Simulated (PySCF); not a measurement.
**Computed properties of FH₃SSi, SMILES F[SiH2]S**

Si(F)(H)2(SH) (FH3SSi), SMILES F[SiH2]S. Geometry: B3LYP-D3(BJ)/def2-TZVP. Other conformers were not sampled. All values are computed for the isolated molecule unless a solvent is named; none is compared with measurement here.

**Structure.** All 12 harmonic modes at B3LYP-D3(BJ)/def2-TZVP (PySCF) are real, so it is a minimum. With heavy atoms numbered as in [SiH2:1]([F:2])[SH:3], the shortest bond between them is Si1–F2 at 1.604 Å and the longest Si1–S3 at 2.128 Å.

**Vibrations.** The strongest infrared lines (harmonic, unscaled, degenerate partners summed) lie at 918 cm⁻¹ (288 km/mol, H 72 %, Si 21 %), 953 cm⁻¹ (111 km/mol, H 93 %), 2279 cm⁻¹ (106 km/mol, H 96 %). The softest mode is at 204 cm⁻¹ and the zero-point energy is 18.6 kcal/mol.

**Electronic structure.** ωB97X/def2-TZVPD (PySCF) places the frontier levels at -10.44 and 1.44 eV, a gap of 11.88 eV, and gives a dipole moment of 1.26 D and a mean polarisability of 47.8 bohr³.

**Excitations.** TDA-ωB97X/def2-SVPD (PySCF) has S1 at 6.52 eV (190 nm, f = 0.005, weak); the most intense of the 10 singlets computed lies at 7.64 eV (f = 0.05). T1 (TDA) is at 6.10 eV, 0.42 eV under S1. No vertical singlet excitation falls in the visible range (under 3.1 eV).

**NMR.** GIAO shifts at KT2/pcSseg-2 (PySCF) (non-relativistic, atoms alike by connectivity averaged): ¹H from 1.6 to 5.9 ppm against TMS; ²⁹Si at -1.6 ppm against TMS; ¹⁹F at -206.8 ppm against CFCl3.
